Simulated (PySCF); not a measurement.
Radial density of Mo⁷⁺ (molybdenum, charge +7)

r2SCAN, [Ar] 3d10 4s2 4p5, 2P determinant. All numbers are calculated (PySCF 2.14, the spin-free X2C one-electron Hamiltonian (Gaussian nucleus), in an even-tempered Gaussian basis (22 s from 0.14 bohr⁻², ratio 2.5; 15 p from 0.18 bohr⁻², ratio 2.5; 10 d from 0.33 bohr⁻², ratio 2.5; 5 f from 2.7 bohr⁻², ratio 2.7; 5 g from 4 bohr⁻², ratio 2.7)).

```csv
r (bohr),4πr²ρ (e/bohr),4πr²(ρα − ρβ)
0.0245,53.40,0.0192
0.0412,46.21,0.0694
0.0693,51.52,0.1441
0.116,65.20,0.0725
0.196,41.96,0.0481
0.330,49.79,0.3407
0.554,24.26,0.0075
0.932,9.785,1.1361
1.57,2.942,0.4435
2.64,0.04096,0.0063
4.44,2.523e-05,0.0000
```

Densities and radii are taken from the X2C orbitals without a picture-change correction, which distorts them close to the nucleus.
